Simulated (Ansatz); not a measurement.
System: BI, net charge 0, singlet state. SMILES: I[B]
Geometry from a B3LYP-D3(BJ)/def2-TZVP (Ansatz, an electronic-structure program) optimisation:
```
B
I 1 2.1421
```
Charge 0, spin multiplicity 1.

Wanted: atomisation energy, in kcal/mol. Conventions: no spin-orbit coupling; open shells spin-unrestricted; STO-3G and 3-21G all-electron and non-relativistic; def2 sets with scalar-relativistic core potentials past Kr; six Cartesian d functions in 6-31G* and its kin unless marked 5d; atomisation electronic, to ground-state atoms; LANL2DZ with its own core potentials from Na on. First-principles rows: single points at B3LYP-D3(BJ) geometries (Ansatz).

| level | program | atomisation energy (kcal/mol) |
|---|---|---|
| B3LYP/STO-3G | Ansatz | 106.2 |
| B3LYP/3-21G | Ansatz | 74.4 |
| B3LYP/LANL2DZ | Ansatz | 72.0 |
| B3LYP/def2-SVP | Ansatz | 83.2 |
| B3LYP/6-31G* with LANL2DZ past Ar | Ansatz | 79.0 |
| B3LYP/def2-TZVPD | Ansatz | 82.9 |

No value to compare with is used here. The 5 habitual levels span 72.0 (B3LYP/LANL2DZ) to 106.2 kcal/mol (B3LYP/STO-3G); B3LYP/def2-TZVPD gives 82.9.

The sets are all those run for this method; left out are runs that failed, that the program found above a lower state of the same kind, or whose <S^2> lies over 0.5 above the pure value.
